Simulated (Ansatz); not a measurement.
A run for Ansatz (an electronic-structure program): R-PBE0/def2-TZVPP on BrO2Re (SMILES [O]=[Re](=[O])[Br]), 2S+1 = 1, a spin state set in the input, which need not be the lowest. Elements past Kr take the def2 small-core potentials; no spin–orbit coupling.

Ansatz 0.2 input:
```yaml
crystal:
  periodic: [false, false, false]
  atoms:
    - {symbol: Re, position_ang: [0.05612992, -0.07793975, 0.05059822]}
    - {symbol: O, position_ang: [1.60309563, -0.55718168, -0.43244047]}
    - {symbol: O, position_ang: [-0.52909203, -0.88780938, 1.41361714]}
    - {symbol: Br, position_ang: [-1.18812125, 1.58989609, -1.08791903]}
basis:
  gaussian:
    orbitals: def2-TZVPP
hamiltonian:
  xc: {name: PBE0}
output: {forces: true}
```

Question: Predict the final total energy.

Answer: -2802.5935 hartree.

Question: How many basis functions does it have, and what does it roughly cost on one machine?

Answer: 166 functions; around 6 core-seconds (rough).
